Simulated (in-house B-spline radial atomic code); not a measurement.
**Binding energies in Ni IX (Ni8+)**

NIST's tabulated ground configuration is [Ar] 3d2; each binding energy is the energy of the ion with one electron taken from that subshell, relaxed, less that of the parent. Method: Dirac-Hartree-Fock, average of configuration, Fermi nucleus of rms radius 3.7757 fm. Calculated with a radial B-spline atomic code at the basis-set limit. Energies include first-order Breit, QED and recoil terms.

| subshell | X-ray name | binding energy (eV) | -ε (eV) | relaxation (eV) |
| --- | --- | --- | --- | --- |
| 1s | K | 8548.5 | 8596.9 | 33.8 |
| 2s | L1 | 1233.9 | 1245.9 | 10.8 |
| 2p1/2 | L2 | 1092.9 | 1106.5 | 12.5 |
| 2p3/2 | L3 | 1075.8 | 1088.8 | 12.3 |
| 3s | M1 | 306 | 307.7 | 1.5 |
| 3p1/2 | M2 | 258.1 | 259.8 | 1.6 |
| 3p3/2 | M3 | 255.3 | 257.0 | 1.5 |
| 3d | M4,5 | 190.2 | 191.8 | 1.6 |

Relaxation = -ε minus the binding energy without Breit, QED and recoil terms.

Emission lines follow as differences of binding energies, with λ = 12398.42 eV·Å / E:

```json
{"line": "K-L3", "holes": "1s → 2p3/2", "energy (eV)": "7472.7", "wavelength (Å)": "1.6592"}
{"line": "K-L2", "holes": "1s → 2p1/2", "energy (eV)": "7455.6", "wavelength (Å)": "1.663"}
{"line": "K-M3", "holes": "1s → 3p3/2", "energy (eV)": "8293.2", "wavelength (Å)": "1.495"}
{"line": "L1-M3", "holes": "2s → 3p3/2", "energy (eV)": "978.6", "wavelength (Å)": "12.67"}
{"line": "L3-M1", "holes": "2p3/2 → 3s", "energy (eV)": "769.8", "wavelength (Å)": "16.106"}
```

(1) What screening constant σ does Moseley's law, E = (3/4)·13.6057 eV·(Z - σ)², need for K-L3?

(2) What does it cost to remove both a 2s and a 2p3/2 electron?

(3) What does it cost to remove both a 1s and a 2p3/2 electron?

(4) What does it cost to remove both a 3s and a 3p1/2 electron?

Answers

(1) σ = 0.94.

(2) 2384.5 eV, which is 74.84 eV more than the two single binding energies together.

(3) 9743.9 eV, which is 119.6 eV more than the two single binding energies together.

(4) 592.81 eV, which is 28.78 eV more than the two single binding energies together.
